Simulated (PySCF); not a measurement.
Working out the excitation energy of Ne²⁺

Ne²⁺ [He] 2s2 2p4 (3P) → Ne²⁺ [He] 2s1 2p4 3d1 (high-spin determinant). Calculation: PySCF 2.14, in aug-cc-pVDZ (4s3p2d, 23 functions); no relativity, point nucleus. Frozen: 1s2. Energies in hartree (1 hartree = 27.21139 eV):

```csv
part,Ne²⁺ (lower),Ne²⁺ (upper)
UHF,-126.321875,-123.269176
MP2 opposite-spin,-0.074464,-0.049727
MP2 same-spin,-0.023173,-0.020151
```

**Question.** What does Hartree-Fock give?

**Answer.** (-123.269176) − (-126.321875) = 3.052699 hartree = 83.068 eV.

**Question.** What do MP2 and SCS-MP2 (6/5 opposite-spin, 1/3 same-spin) give?

**Answer.** The opposite-spin parts differ by 0.673 eV and the same-spin parts by 0.082 eV. MP2: 83.068 + (0.673) + (0.082) = 83.823 eV. SCS-MP2: 83.068 + 1.2 × (0.673) + (0.082)/3 = 83.903 eV.

One determinant mixes LS terms, so it does not stand for a single term.

The upper state lies above the first ionisation limit, where it may autoionise and the basis confines it. A Rydberg-like electron needs more diffuse functions than a valence basis has.

A double-zeta basis recovers only part of the correlation energy.
